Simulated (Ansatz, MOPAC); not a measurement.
Species: C₂H₉GeN (charge 0, singlet). SMILES: [N]([GeH3])(C)C

Atoms: C1, N2, C3, Ge4, H5, H6, H7, H8, H9, H10, H11, H12, H13. Bonds: C1-N2, C1-H5, C1-H6, C1-H7, N2-C3, N2-Ge4, C3-H8, C3-H9, C3-H10, Ge4-H11, Ge4-H12, Ge4-H13.

Bond lengths (Å) and angles (degrees) optimised at PM3 with MOPAC; PM6 with MOPAC; HF/6-31G* with LANL2DZ past Ar with Ansatz (an electronic-structure program); B3LYP/6-31G* with LANL2DZ past Ar with Ansatz, each started from the B3LYP-D3(BJ)/def2-TZVP structure (Ansatz) of the last column. A row stands for all coordinates that are equal there; 10 of 19 kinds are shown. 6-31G* holds six Cartesian d functions.

```tsv
coordinate	PM3	PM6	HF/6-31G* with LANL2DZ past Ar	B3LYP/6-31G* with LANL2DZ past Ar	B3LYP-D3(BJ)/def2-TZVP
C1-N2	1.460	1.483	1.447	1.456	1.452
C1-H5	1.102	1.101	1.093	1.106	1.102
C1-H6	1.097	1.103	1.085	1.096	1.091
C1-H7	1.099	1.106	1.087	1.100	1.095
N2-Ge4	1.875	1.884	1.833	1.854	1.851
Ge4-H11	1.512	1.522	1.533	1.545	1.537
Ge4-H13	1.510	1.522	1.545	1.560	1.552
C1-N2-C3	115.6	110.9	112.9	112.6	112.6
C1-N2-Ge4	108.9	113.2	118.3	117.6	116.7
N2-C1-H5	113.9	115.7	113.3	113.8	113.4
```

Mean signed difference of all 12 bond lengths from B3LYP-D3(BJ)/def2-TZVP: PM3 -0.003 Å, PM6 0.006 Å, HF/6-31G* with LANL2DZ past Ar -0.008 Å, B3LYP/6-31G* with LANL2DZ past Ar 0.005 Å.
